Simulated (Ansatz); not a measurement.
Gas-phase reaction in SMILES: [Au][Cl] -> [Cl][Au] as doublet, charge +1 + e-

Wanted: adiabatic ionisation energy (0 K, with zero-point energies), in eV. Set-up: def2 sets with scalar-relativistic core potentials past Kr; LANL2DZ with its own core potentials from Na on; open shells spin-unrestricted; spin-orbit terms left out; 6-31G* and kin with 6d, 5d where marked. First-principles rows: single points at B3LYP-D3(BJ) geometries (Ansatz, a quantum-chemistry and plane-wave program), with unscaled harmonic terms from B3LYP/6-31G* (LANL2DZ past Ar) (Ansatz) at its own minima. The spin state of an ion or metal species was assumed, not searched.

| species | coefficient | E at B3LYP/6-31G* with LANL2DZ past Ar (Ansatz), Eh | E at wB97X-V/def2-TZVPD (Ansatz), Eh | zero-point energy, kcal/mol |
|---|---|---|---|---|
| [Cl][Au] | -1 | -595.66366 | -595.85490 | 0.46 |
| [Cl][Au] as doublet, charge +1 | +1 | -595.27426 | -595.47301 | 0.35 |

 1 Eh = 27.2114 eV and 1 eV = 23.0605 kcal/mol.

Problem. Work the quantity out at each level.

Solution. 
- B3LYP/6-31G* with LANL2DZ past Ar: the sum of coefficient times E is 0.38940 Eh, or 10.596 eV; the thermal terms add -0.005. Result: 10.59 eV.
- wB97X-V/def2-TZVPD: the sum of coefficient times E is 0.38189 Eh, or 10.392 eV; the thermal terms add -0.005. Result: 10.39 eV.
